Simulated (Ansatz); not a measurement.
`Cl[SiH2]N[Si](Cl)(Cl)Cl` + H₂ → `[SiH3]Cl` + `N[Si](Cl)(Cl)Cl`  (hydrogenolysis of the Si–N bond)

Gas-phase electronic energies from Ansatz, PBE0-D4/def2-TZVP geometries. CCSD(T)/CBS adds triple-zeta CCSD(T) − MP2 to the extrapolated MP2 energy (def2 sets, frozen cores). This one scheme is used for every species. Functionals use def2-TZVPP. B3LYP here is the variant with VWN-RPA as its local correlation; programs differ in this. Each species was taken in one conformer, which may not be the lowest.

Q: Is it downhill or uphill in electronic energy at CCSD(T)/CBS, and by how much? (Best estimate.)

A: The calculation gave: Uphill: ΔE = +50.1 kJ/mol.

Q: What do these levels give: ωB97M-V, B2PLYP, B3LYP, HF/def2-TZVPP, HF/def2-QZVPP, CCSD/CBS(def2)? (Estimate.)

A: Ansatz gave: ωB97M-V 48.2, B2PLYP 40.1, B3LYP 29.6, HF/def2-TZVPP 22.8, HF/def2-QZVPP 23.3, CCSD/CBS(def2) 44.6 kJ/mol.

Largest T1 diagnostic among the species: 0.009.

The D4 term adds +20.3 kJ/mol with B3LYP and +11.8 kJ/mol with PBE0; it sums over pairs of atoms, weighted by their polarisabilities, and B3LYP, whose exchange is more repulsive, gets the larger term. In def2-TZVPP, CCSD(T) changes the Hartree–Fock value by +25.0 kJ/mol (the triples alone add +5.5 kJ/mol) and MP2 by +33.6 kJ/mol.
